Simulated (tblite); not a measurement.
Compound: C7H15P.
Numbering: `[CH3:1][P:2]1[CH2:3][C@H:4]1[C:5]([CH3:6])([CH3:7])[CH3:8]` (hydrogens: H9, H10, H11 on C1; H12, H13 on C3; H14 on C4; H15, H16, H17 on C6; H18, H19, H20 on C7; H21, H22, H23 on C8)

Computed with GFN2-xTB (tblite), gas phase: L-BFGS steps from a force-field or distance-geometry start until the largest atomic force falls under 0.01 eV/Å.

Geometry at step 14:
```
atom  x, y, z in Å
C1      3.1867    0.4360    0.7314
P2      1.4821    0.0251    1.4027
C3      1.0506   -1.4701    0.4197
C4      0.4872   -0.2000   -0.1610
C5     -1.0008    0.1356   -0.2552
C6     -1.8438   -0.6575    0.7399
C7     -1.4614   -0.1838   -1.6883
C8     -1.1971    1.6357    0.0276
H9      3.6552    1.1067    1.4554
H10     3.8003   -0.4635    0.6581
H11     3.1781    0.9297   -0.2422
H12     1.8567   -1.9505   -0.1166
H13     0.4073   -2.1779    0.9245
H14     1.0450    0.1778   -1.0198
H15    -1.6541   -1.7235    0.6629
H16    -2.9081   -0.5056    0.5563
H17    -1.6348   -0.3419    1.7613
H18    -0.9911   -1.0894   -2.0579
H19    -2.5368   -0.3367   -1.7374
H20    -1.2045    0.6091   -2.3864
H21    -1.1951    1.8235    1.0976
H22    -2.1378    2.0163   -0.3727
H23    -0.3884    2.2319   -0.3897
```

Q: Give the atomic forces at this geometry.

A: 
```json
{"atom": "C1", "Fx (eV/Å)": "0.015", "Fy (eV/Å)": "-0.016", "Fz (eV/Å)": "-0.033"}
{"atom": "P2", "Fx (eV/Å)": "-0.062", "Fy (eV/Å)": "0.180", "Fz (eV/Å)": "0.088"}
{"atom": "C3", "Fx (eV/Å)": "0.102", "Fy (eV/Å)": "-0.006", "Fz (eV/Å)": "-0.031"}
{"atom": "C4", "Fx (eV/Å)": "0.209", "Fy (eV/Å)": "0.146", "Fz (eV/Å)": "0.190"}
{"atom": "C5", "Fx (eV/Å)": "-0.032", "Fy (eV/Å)": "0.168", "Fz (eV/Å)": "-0.067"}
{"atom": "C6", "Fx (eV/Å)": "-0.113", "Fy (eV/Å)": "-0.083", "Fz (eV/Å)": "0.124"}
{"atom": "C7", "Fx (eV/Å)": "0.019", "Fy (eV/Å)": "-0.087", "Fz (eV/Å)": "-0.150"}
{"atom": "C8", "Fx (eV/Å)": "0.015", "Fy (eV/Å)": "0.134", "Fz (eV/Å)": "0.031"}
{"atom": "H9", "Fx (eV/Å)": "-0.049", "Fy (eV/Å)": "-0.054", "Fz (eV/Å)": "-0.100"}
{"atom": "H10", "Fx (eV/Å)": "-0.094", "Fy (eV/Å)": "0.020", "Fz (eV/Å)": "0.060"}
{"atom": "H11", "Fx (eV/Å)": "-0.156", "Fy (eV/Å)": "-0.029", "Fz (eV/Å)": "0.110"}
{"atom": "H12", "Fx (eV/Å)": "0.029", "Fy (eV/Å)": "-0.050", "Fz (eV/Å)": "-0.109"}
{"atom": "H13", "Fx (eV/Å)": "-0.105", "Fy (eV/Å)": "0.081", "Fz (eV/Å)": "-0.128"}
{"atom": "H14", "Fx (eV/Å)": "-0.162", "Fy (eV/Å)": "-0.107", "Fz (eV/Å)": "-0.033"}
{"atom": "H15", "Fx (eV/Å)": "-0.007", "Fy (eV/Å)": "-0.055", "Fz (eV/Å)": "-0.066"}
{"atom": "H16", "Fx (eV/Å)": "0.096", "Fy (eV/Å)": "0.112", "Fz (eV/Å)": "-0.018"}
{"atom": "H17", "Fx (eV/Å)": "0.110", "Fy (eV/Å)": "-0.050", "Fz (eV/Å)": "-0.029"}
{"atom": "H18", "Fx (eV/Å)": "0.051", "Fy (eV/Å)": "-0.181", "Fz (eV/Å)": "0.076"}
{"atom": "H19", "Fx (eV/Å)": "-0.028", "Fy (eV/Å)": "0.104", "Fz (eV/Å)": "0.082"}
{"atom": "H20", "Fx (eV/Å)": "0.065", "Fy (eV/Å)": "0.117", "Fz (eV/Å)": "0.095"}
{"atom": "H21", "Fx (eV/Å)": "0.025", "Fy (eV/Å)": "-0.069", "Fz (eV/Å)": "0.095"}
{"atom": "H22", "Fx (eV/Å)": "0.050", "Fy (eV/Å)": "-0.198", "Fz (eV/Å)": "-0.011"}
{"atom": "H23", "Fx (eV/Å)": "0.021", "Fy (eV/Å)": "-0.077", "Fz (eV/Å)": "-0.176"}
```

The largest, 0.32 eV/Å, acts on C4; the rms over all components is 0.097 eV/Å. The forces sum to zero within rounding, as they must for an isolated molecule in no field.

Q: Give the force on C4 in Eh/bohr and in nN.

A: 0.318 eV/Å ÷ 51.422 = 0.00618 Eh/bohr, and 0.318 eV/Å × 1.602 = 0.51 nN.

Q: How far is this geometry from the end of the optimisation?

A: 0.199 eV above it, and 0.413 Å rms away after alignment. The bonds farthest from their final lengths, with half the difference of the two atoms' forces along the bond (positive lengthens):

```json
{"bond": "C1–P2", "now (Å)": "1.878", "final (Å)": "1.862", "force along bond (eV/Å)": "+0.04"}
{"bond": "P2–C4", "now (Å)": "1.867", "final (Å)": "1.852", "force along bond (eV/Å)": "-0.11"}
{"bond": "C5–C8", "now (Å)": "1.539", "final (Å)": "1.532", "force along bond (eV/Å)": "-0.01"}
{"bond": "C4–C5", "now (Å)": "1.528", "final (Å)": "1.521", "force along bond (eV/Å)": "+0.13"}
{"bond": "C5–C7", "now (Å)": "1.539", "final (Å)": "1.533", "force along bond (eV/Å)": "+0.06"}
{"bond": "P2–C3", "now (Å)": "1.841", "final (Å)": "1.845", "force along bond (eV/Å)": "+0.09"}
```

The angle farthest from its final value is P2–C4–H14, 110.2° against 114.4°.

Of the 2 listed bonds off by 0.010 Å or more, this force points towards the final length in 1.

The cost below is that of the whole relaxation. Hardware: one thread of an Arm Neoverse V2, no GPU, shared host. Cost: 1.0 s wall.
